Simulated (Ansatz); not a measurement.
Reaction (ligand exchange at the Sn–N bond): `C[NH][SnH]([Cl])[Cl]` + HBr → `[Cl][SnH]([Cl])[Br]` + CH₃NH₂

Calculated with Ansatz (gas phase, PBE0-D4/def2-TZVP geometries, no zero-point term in ΔE). CBS: MP2 limit from def2 TZ/QZ plus the TZ coupled-cluster correction, frozen cores. Functionals use def2-TZVPP. HSE06 is defined as in plane-wave codes. def2 core potentials past Kr. For Br, Sn outer-core shells are correlated without core-valence functions, which leaves a few kJ/mol of doubt a bond. Scalar relativity is left out up to krypton. Each species was taken in one conformer, which may not be the lowest.

```tsv
level	ΔE (kJ/mol)	difference from CCSD(T)/CBS
HSE06-D4	-97.4	-6.7
BHLYP-D4	-100.3	-9.6
ωB97X-V	-91.5	-0.8
PBE	-95.7	-5.0
revPBE	-98.8	-8.1
r2SCAN0	-100.1	-9.4
HF/def2-TZVPP	-109.9	-19.2
MP2/def2-TZVPP	-85.0	5.7
HF/def2-QZVPP	-110.4	-19.7
CCSD/CBS(def2)	-93.8	-3.1
CCSD(T)/CBS	-90.7	0
```

(1) What do rigid-rotor, harmonic-oscillator terms from PBE0-D4/def2-TZVP frequencies (298.15 K, 1 bar) make of the CCSD(T)/CBS value? (Best estimate.)

Largest T1 diagnostic among the species: 0.012.

Answers

(1) The calculation gave: ΔZPE = +13.0 kJ/mol, ΔH = -79.8 kJ/mol, ΔS = 15 J/(mol·K), ΔG = -84.2 kJ/mol. Modes under 50 cm⁻¹ make the entropy rough.

From PBE to PBE0 (25 % exact exchange), in def2-TZVPP and without D4, ΔE moves by −4.5 kJ/mol. In def2-TZVPP, CCSD(T) changes the Hartree–Fock value by +26.5 kJ/mol (the triples alone add +3.1 kJ/mol) and MP2 by +25.0 kJ/mol.
